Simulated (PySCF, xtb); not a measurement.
In(H)2(OAc) (C2H5InO2), SMILES CC(=O)[O][InH2].

Harmonic wavenumbers (cm⁻¹) from GFN2-xTB in xtb at its own minimum, in rising order: 27, 84, 212, 233, 273, 373, 422, 457, 531, 587, 675, 957, 1009, 1012, 1357, 1391, 1436, 1443, 1548, 1606, 1691, 3018, 3044, 3058.

Task: What does B3LYP-D3(BJ)/def2-SVP in PySCF give at its own minimum? (An estimate is asked for; the answer gives what the named calculation found.)

Result: 6, 123, 218, 286, 297, 403, 463, 555, 568, 625, 716, 979, 1018, 1058, 1362, 1429, 1447, 1511, 1609, 1816, 1836, 3052, 3136, 3176. Paired by order, the mean absolute difference is 54 cm⁻¹ and the zero-point energies are 37.8 and 39.6 kcal/mol.
